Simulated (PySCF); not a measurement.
Geometry:
```csv
atom,x (Å),y (Å),z (Å)
Si1,0.512,-0.007,0.358
Cl2,0.570,0.009,2.429
Cl3,2.468,-0.016,-0.329
C4,-0.301,1.557,-0.227
H5,-1.346,1.601,0.115
H6,-0.287,1.606,-1.326
H7,0.232,2.434,0.168
C8,-0.311,-1.574,-0.203
H9,-0.360,-1.607,-1.302
H10,-1.334,-1.638,0.199
H11,0.255,-2.450,0.148
```

Geometry: PBE0-D3(BJ)/def2-SVP; GIAO shifts from PySCF, gas phase, non-relativistic, averaged over equivalent atoms.

At wB97X-D/pcSseg-1 (136 basis functions, 30 s wall time on 1 thread of an AMD EPYC, shared host):
```json
{"atoms": "Si1", "δ (ppm)": "53.5"}
{"atoms": "Cl2/Cl3", "δ (ppm)": "71.3"}
{"atoms": "C4/C8", "δ (ppm)": "7.8"}
{"atoms": "H5/H6/H7/H9/H10/H11", "δ (ppm)": "0.61"}
```

References, each an isolated molecule treated in the same way: TMS for 29Si (352.93 ppm), 13C (184.54 ppm), 1H (31.38 ppm); 35Cl (939.37 ppm) against HCl.

Task: Predict the values at PBE0/pcSseg-1 on the same geometry.

Result: 
```json
{"atoms": "Si1", "δ at PBE0/pcSseg-1": "53.3", "change": "-0.2"}
{"atoms": "Cl2/Cl3", "δ at PBE0/pcSseg-1": "78.6", "change": "+7.3"}
{"atoms": "C4/C8", "δ at PBE0/pcSseg-1": "7.9", "change": "+0.1"}
{"atoms": "H5/H6/H7/H9/H10/H11", "δ at PBE0/pcSseg-1": "0.62", "change": "+0.01"}
```

Scale: 29Si (σref 351.99) and 13C (σref 184.41) and 1H (σref 31.27) against TMS; 35Cl (σref 943.27) against HCl (reference shieldings calculated alike).

The largest change is at Cl2/Cl3 (chlorine bonded to Si). Cost: 136 basis functions, 40 s wall time on 1 thread of an AMD EPYC, shared host.
